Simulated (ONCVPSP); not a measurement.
**Building the ONCV potential for C (LDA (Perdew-Wang 92), scalar-relativistic).**

C, optimised norm-conserving Vanderbilt (ONCV), made with ONCVPSP 4.0.1 (LDA (Perdew-Wang 92), scalar-relativistic). Core [He], reference 2s1.75 2p2.25. Waves: 2s: rc 0.85 bohr, ncon 4, nbas 8, qcut 6.4 1/bohr, 2 projectors, debl 2.9 Ha; 2p: rc 1.50 bohr, ncon 4, nbas 8, qcut 6 1/bohr, 2 projectors, debl 0.7 Ha. Local part: polynomial inside 0.70 bohr (lpopt 2, dvloc0 4 Ha). Core correction: Teter function fitted to the true core (icmod 2), fcfact 0.6.

All-electron outer shells of the reference configuration (LDA (PZ), scalar-relativistic, ld1.x):

| shell | level (eV) | outermost node (bohr) | outermost maximum (bohr) |
| --- | --- | --- | --- |
| 1s | -271.03 | – | 0.18 |
| 2s | -13.76 | 0.38 | 1.22 |
| 2p | -5.53 | – | 1.19 |

Problem. Does the generator finish with these settings?

Solution. Yes, a potential is produced and its reference levels are reproduced.

Problem. Estimate the cutoffs (Ha) at which the residual kinetic energy of the hardest occupied pseudo-wave falls to 1 and 0.1 mHa per electron.

Solution. 20 Ha and 201 Ha.

Problem. Does the potential have ghost states?

Solution. No bound ghost flagged; GHOST(+) flags only above 600 eV.

Problem. Tests: 2s2 2p2; 2s2 2p1; 2s2 2p0; 2s0 2p4. Which has the largest error in its energy relative to the reference configuration, and how large is it?

Solution. 2s2 2p0, with +157 meV (all-electron minus pseudo) on +33.19 eV.
